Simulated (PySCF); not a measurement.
# Mg₂S₂: from structure and modes to constants

Level of theory: PySCF, PBE0, basis Mg def2-TZVP, S def2-TZVP (no relativity, density fitting).

The singlet minimum has D2h symmetry. Masses (u): Mg 23.98504, S 31.97207.

```xyz
4
charge 0 multiplicity 1, angstrom
Mg    1.3086    0.0000    0.0000
Mg   -1.3086    0.0000    0.0000
S     0.0000    1.9000    0.0000
S     0.0000   -1.9000    0.0000
```

Harmonic wavenumbers (cm⁻¹): 167.5 (b3u, ×1), 298.2 (ag, ×1), 349.3 (b1u, ×1), 381.0 (b3g, ×1), 447.7 (ag, ×1), 498.3 (b2u, ×1).

Question: What is the harmonic zero-point energy?

Answer: Half the sum of all 6 wavenumbers, 2142/2 = 1071 cm⁻¹, which is 12.8 kJ/mol (1 cm⁻¹ = 0.0119627 kJ/mol).

Question: Find the vibrational entropy and heat capacity at 298.15 K.

Answer: With u = 1.43878 ω/T, each mode gives S = R[u/(eᵘ−1) − ln(1−e⁻ᵘ)] and C = R u² eᵘ/(eᵘ−1)².
```csv
ω (cm⁻¹),u,S (J/(mol K)),C (J/(mol K))
167.5,0.808,10.30,7.88
298.2,1.439,5.97,7.02
349.3,1.686,4.89,6.60
381.0,1.838,4.33,6.32
447.7,2.161,3.36,5.71
498.3,2.405,2.77,5.25
```
The sums over all modes are S = 31.6 and C = 38.8 J/(mol K); the softest mode gives 33 % of the entropy.

Other isomers or separated fragments may lie lower.
